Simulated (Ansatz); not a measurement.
InICl2⁻, that is InCl2I with one electron more. Charge -1, multiplicity 2. Geometry PBE0-D4/def2-SVP, that of the neutral singlet; atoms count from 1.

```xyz
4

In    0.049    0.008    0.012
Cl    0.779    2.029    0.908
Cl    1.652   -1.651   -0.298
I    -2.479   -0.385   -0.622
```

In the def2 sets I, In take a core potential; there is no spin–orbit coupling. The highest occupied level of the charge -1 doublet lies above zero (up to 0.01 eV). By energy differences its removal costs 1.56 eV (vertical, to the charge 0 singlet, at PBE0-D4/def2-TZVPD); a positive level beside a positive removal energy at the same level points to self-interaction error.

**Question.** Estimate the Mulliken populations from the PBE0/def2-TZVPD orbitals of Ansatz.

**Answer.** 
```json
{"atom": "In1", "charge (e)": "0.43", "spin (α − β)": "0.76"}
{"atom": "Cl2", "charge (e)": "-0.50", "spin (α − β)": "0.05"}
{"atom": "Cl3", "charge (e)": "-0.50", "spin (α − β)": "0.05"}
{"atom": "I4", "charge (e)": "-0.43", "spin (α − β)": "0.14"}
```
Mulliken values and Mayer orders depend strongly on the basis. With diffuse functions, as here, like atoms can get unlike values, and bond orders can come out too low or too high.

**Question.** Where does the spin sit?

**Answer.** Summed by element: In 0.76, Cl 0.09, I 0.14, of 1 unpaired in all. Largest on single atoms: In1 0.76, I4 0.14, Cl2 0.05.

**Question.** And the Mayer bond orders between bonded heavy atoms (over 0.3)?

**Answer.** In1–Cl2 0.62 (2.33 Å); In1–Cl3 0.62 (2.33 Å); In1–I4 0.85 (2.64 Å).
